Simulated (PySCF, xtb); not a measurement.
Cd(I)(Et) (C₂H₅CdI), SMILES C[CH2][Cd][I]. Other conformers were not sampled.

Harmonic wavenumbers (cm⁻¹) from GFN2-xTB run with xtb at its own minimum, in rising order: 39, 45, 168, 202, 232, 405, 611, 926, 976, 1043, 1166, 1221, 1410, 1459, 1476, 1497, 2928, 2931, 2954, 2958, 2975.

Question: What does PBE0-D3(BJ)/def2-SVP (PySCF) give at its own minimum? (An estimate is asked for; the answer gives what the named calculation found.)

Answer: 57, 79, 187, 238, 241, 486, 638, 938, 967, 1056, 1185, 1242, 1393, 1439, 1471, 1476, 3038, 3075, 3120, 3130, 3149. Paired by order, the mean absolute difference is 54 cm⁻¹ and the zero-point energies are 39.5 and 40.9 kcal/mol.
